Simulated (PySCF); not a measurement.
Compound: C8H8Si.
SMILES: `C1=Cc2ccccc2[SiH2]1`

The calculation used CAM-B3LYP/def2-SVPD in PySCF (dipole) on a GFN2-xTB geometry, gas phase.

Take the most abundant isotopes and a rigid rotor. 

What are A, B and C (GHz)?

Ia = 168.10, Ib = 405.86, Ic = 568.04 u·Å²; 505379 MHz·u·Å²/I gives 3006, 1245 and 889.7 MHz, that is A = 3.0063, B = 1.2452, C = 0.8897 GHz.

Classify the top.

An asymmetric top; Ray's κ = -0.664.

Is it planar, by Δ = Ic − Ia − Ib?

Not planar: Δ = Ic − Ia − Ib = -5.92 u·Å². For a rigid frame Δ = −2 Σ m c², so Σ m c² = 2.96 u·Å² lies off the ab plane, practically all of it from hydrogen. The atom farthest from that plane is 1.21 Å away.

Which types of transition are allowed, and where do some lines up to J = 4 fall?

The dipole components are |μa| = 0.21 D, |μb| = 0.18 D, |μc| = 0.00 D; the mirror of this Cs structure is the ab plane, so μc vanishes by symmetry and there are no c-type lines. The squared components, which scale the intensities, stand as 1.00 : 0.78 (a : b). Some lines, for components of 0.1 D or more:

```csv
type,branch,"J(Ka,Kc)",MHz,lower level (cm⁻¹)
b,Q,"3(1,2) ← 3(0,3)",3210,0.419
a,R,"2(0,2) ← 1(0,1)",4221,0.071
b,R,"4(1,3) ← 3(2,2)",4357,0.686
a,R,"3(0,3) ← 2(0,2)",6216,0.212
b,R,"4(0,4) ← 3(1,3)",7019,0.455
b,R,"3(1,3) ← 2(0,2)",7297,0.212
a,R,"4(1,4) ← 3(1,3)",7743,0.455
b,R,"4(1,4) ← 3(0,3)",8824,0.419
b,Q,"4(3,1) ← 4(2,2)",9199,0.992
b,Q,"4(4,0) ← 4(3,1)",13467,1.299
b,R,"4(3,1) ← 3(2,2)",18378,0.686
```

Estimate the classical rotational partition function at 10 K, 25 K and 200 K.

Point group Cs, symmetry number σ = 1; q = (√π/σ)·√((kT/h)³/(ABC)), k/h = 20836.6 MHz/K: 2920 at 10 K, 11500 at 25 K, 261000 at 200 K.

GFN2-xTB frequencies: not computed here. These are rigid-rotor constants of the computed structure; measured ground-state constants (B0) also hold zero-point vibration.
